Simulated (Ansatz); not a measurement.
A run for Ansatz (a program for electronic structure): U-B3LYP/def2-TZVPP on O2Os (SMILES [O]=[Os]=[O]), 2S+1 = 5, a spin state set in the input, which need not be the lowest. Elements past Kr take the def2 small-core potentials; no spin–orbit coupling.

Ansatz 0.2 input:
```yaml
crystal:
  periodic: [false, false, false]
  atoms:
    - {symbol: Os, position_ang: [0.34559122, -0.27878802, 0.35254523]}
    - {symbol: O, position_ang: [0.95266550, 0.34210082, -1.15447679]}
    - {symbol: O, position_ang: [-1.33142544, -0.01594120, 0.73161194]}
basis:
  gaussian:
    orbitals: def2-TZVPP
hamiltonian:
  xc: {name: B3LYP}
magnetization: {spin_polarized: true, initial_magnetization: 4}
```

**Question.** What total energy does the run end on?

**Answer.** -241.1627 hartree.
